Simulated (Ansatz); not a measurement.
Start from `F[SiH](Cl)[O][GeH3]` and change one element to get `F[SiH](Cl)[S][GeH3]`.

Ansatz, PBE0-D4/def2-TZVP geometries, multiplicity 1. Each molecule was computed in one conformer, which needn't be the lowest.

Scalar relativity is left out up to krypton.

```tsv
property	`F[SiH](Cl)[O][GeH3]`
HOMO–LUMO gap (ωB97M-V/def2-TZVPP) / eV	13.17
LUMO energy (ωB97M-V/def2-TZVPP) / eV	1.64
HOMO energy (B3LYP/def2-TZVPP) / eV	-8.96
HOMO energy (ωB97M-V/def2-TZVPP) / eV	-11.54
HOMO–LUMO gap (B3LYP/def2-TZVPP) / eV	8.53
HOMO–LUMO gap (PBE/def2-TZVPP) / eV	6.64
```

Task: What does the change do to each property? (Best estimate.)

Result: Ansatz gave: 
```tsv
property	`F[SiH](Cl)[S][GeH3]`	shift
HOMO–LUMO gap (ωB97M-V/def2-TZVPP) / eV	11.33	-1.84
LUMO energy (ωB97M-V/def2-TZVPP) / eV	1.30	-0.34
HOMO energy (B3LYP/def2-TZVPP) / eV	-7.62	1.34
HOMO energy (ωB97M-V/def2-TZVPP) / eV	-10.03	1.51
HOMO–LUMO gap (B3LYP/def2-TZVPP) / eV	6.81	-1.72
HOMO–LUMO gap (PBE/def2-TZVPP) / eV	5.19	-1.45
```

With PBE0 the HOMO rises by 1.35 eV and the LUMO falls by 0.37 eV, so the gap narrows by about 1.72 eV. PBE moves the HOMO by 1.07 eV and ωB97M-V by 1.51 eV.

B3LYP here is the variant with VWN-RPA as its local correlation; programs differ in this.
